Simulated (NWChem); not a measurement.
System: C₂H₂Cl₂F₂; SMILES FC(F)C(Cl)Cl

NWChem input:

```
start job
memory heap 200 mb stack 900 mb global 1100 mb
geometry units angstroms noautosym nocenter noautoz
  F      0.194262     2.047985     0.674203
  C      0.758250     0.958967     0.123138
  F      0.766047     1.106117    -1.205897
  C     -0.041876    -0.273366     0.534408
  Cl    -1.694325    -0.184746    -0.078690
  Cl     0.804296    -1.728310    -0.018287
  H      1.798427     0.867640     0.484728
  H     -0.094205    -0.315008     1.629835
end
basis spherical
  F library def2-tzvpp
  C library def2-tzvpp
  Cl library def2-tzvpp
  H library def2-tzvpp
end
dft
  xc pbe0
  iterations 150
  semidirect filesize 400000000
end
cosmo
  do_cosmo_smd true
  solvent water
end
task dft energy
```

NWChem printed, in part:

```
             Northwest Computational Chemistry Package (NWChem) 7.3.0
             --------------------------------------------------------

                             Geometry "geometry" -> ""
                             -------------------------

 Output coordinates in angstroms (scale by  1.889725989 to convert to a.u.)

  No.       Tag          Charge          X              Y              Z
 ---- ---------------- ---------- -------------- -------------- --------------
    1 F                    9.0000     0.19426200     2.04798500     0.67420300
    2 C                    6.0000     0.75825000     0.95896700     0.12313800
    3 F                    9.0000     0.76604700     1.10611700    -1.20589700
    4 C                    6.0000    -0.04187600    -0.27336600     0.53440800
    5 Cl                  17.0000    -1.69432500    -0.18474600    -0.07869000
    6 Cl                  17.0000     0.80429600    -1.72831000    -0.01828700
    7 H                    1.0000     1.79842700     0.86764000     0.48472800
    8 H                    1.0000    -0.09420500    -0.31500800     1.62983500

 Effective nuclear repulsion energy (a.u.)     383.4225629637

                                 NWChem DFT Module
                                 -----------------

 Summary of "ao basis" -> "ao basis" (spherical)
 ------------------------------------------------------------------------------
       Tag                 Description            Shells   Functions and Types
 ---------------- ------------------------------  ------  ---------------------
 F                         def2-tzvpp               11       31   5s3p2d1f
 C                         def2-tzvpp               11       31   5s3p2d1f
 Cl                        def2-tzvpp               14       42   5s5p3d1f
 H                         def2-tzvpp                6       14   3s2p1d

 in cosmo_initialize ...
 calling solv_data for solv:h2o

 solvent parameters
 solvname_short: h2o
 solvname_long:  water
 dielec:       78.4000
 dielecinf:     1.7769
 aqueous SMD model solvent descriptors
 dielec:       78.4000
 sola:          0.8200

          ---------------
          -cosmo- solvent
          ---------------
 Cosmo: York-Karplus, doi: 10.1021/jp992097l
 dielectric constant -eps-     =  78.40
 screen = (eps-1)/(eps    )    =   0.98724
 surface charge correction     = lagrangian

   van der Waals surface
 --------------------------

[...]

                                COSMO-SMD solvation results
                                ---------------------------

             internal energy in gas <Psi(g)|H|Psi(g)> =     -1197.061155846311
         internal energy in solvent <Psi(s)|H|Psi(s)> =     -1197.059042989662
                               delta internal energy  =         0.002112856649 (    1.33 kcal/mol)
   total free energy in solvent <Psi(s)|H+V/2|Psi(s)> =     -1197.069968563878
 polarization energy contribution <Psi(s)|V/2|Psi(s)> =        -0.010925574216 (   -6.86 kcal/mol)
    total free energy in solvent including G(SMD-CDS) =     -1197.065276314934
                       G(SMD-CDS) energy contribution =         0.004692248944 (    2.94 kcal/mol)
     1 M fixed-concentration free energy of solvation =        -0.004120468622 (   -2.59 kcal/mol)

                       DFT Final Molecular Orbital Analysis
                       ------------------------------------

 Vector   31  Occ=2.000000D+00  E=-3.512254D-01
              MO Center= -3.7D-01, -9.5D-01, -3.3D-02, r^2= 3.3D+00
   Bfn.  Coefficient  Atom+Function         Bfn.  Coefficient  Atom+Function
  ----- ------------  ---------------      ----- ------------  ---------------
   183      0.337129  6 Cl pz               141     -0.297917  5 Cl pz
   186      0.213432  6 Cl pz               140      0.200411  5 Cl py
   144     -0.187800  5 Cl pz               182     -0.188268  6 Cl py
   180      0.158416  6 Cl pz               138     -0.140070  5 Cl pz
   139      0.139664  5 Cl px               143      0.128108  5 Cl py

 Vector   32  Occ=2.000000D+00  E=-3.328144D-01
              MO Center= -5.0D-01, -8.6D-01, -2.1D-02, r^2= 3.4D+00
   Bfn.  Coefficient  Atom+Function         Bfn.  Coefficient  Atom+Function
  ----- ------------  ---------------      ----- ------------  ---------------
   140      0.364693  5 Cl py               181     -0.360948  6 Cl px
   143      0.238082  5 Cl py               184     -0.232827  6 Cl px
   137      0.170924  5 Cl py               178     -0.168972  6 Cl px
   141      0.155113  5 Cl pz               183     -0.155325  6 Cl pz
   131     -0.138129  5 Cl py               172      0.136640  6 Cl px

 Vector   33  Occ=2.000000D+00  E=-3.269684D-01
              MO Center= -3.1D-01, -6.0D-01,  9.7D-02, r^2= 3.5D+00
   Bfn.  Coefficient  Atom+Function         Bfn.  Coefficient  Atom+Function
  ----- ------------  ---------------      ----- ------------  ---------------
   141      0.296224  5 Cl pz               183      0.278133  6 Cl pz
   144      0.211249  5 Cl pz               186      0.197450  6 Cl pz
   182     -0.150872  6 Cl py               138      0.142141  5 Cl pz
   140     -0.142048  5 Cl py               180      0.133633  6 Cl pz
   101     -0.129544  4 C  pz               224     -0.123058  8 H  s

 Vector   34  Occ=0.000000D+00  E=-5.541531D-03
              MO Center= -2.2D-01, -7.8D-01,  1.1D-01, r^2= 3.6D+00
   Bfn.  Coefficient  Atom+Function         Bfn.  Coefficient  Atom+Function
  ----- ------------  ---------------      ----- ------------  ---------------
    97      0.933701  4 C  s                 98      0.537969  4 C  s
   142     -0.413198  5 Cl px               171     -0.378488  6 Cl s
   185     -0.371674  6 Cl py               129     -0.346252  5 Cl s
   184      0.316578  6 Cl px               139     -0.226948  5 Cl px
   182     -0.212779  6 Cl py               103     -0.197781  4 C  py

[...]
```

Level: PBE0/def2-TZVPP, SMD on the gas-phase geometry. Geometry: optimised at PBE0/def2-SVP. Solvent: water.
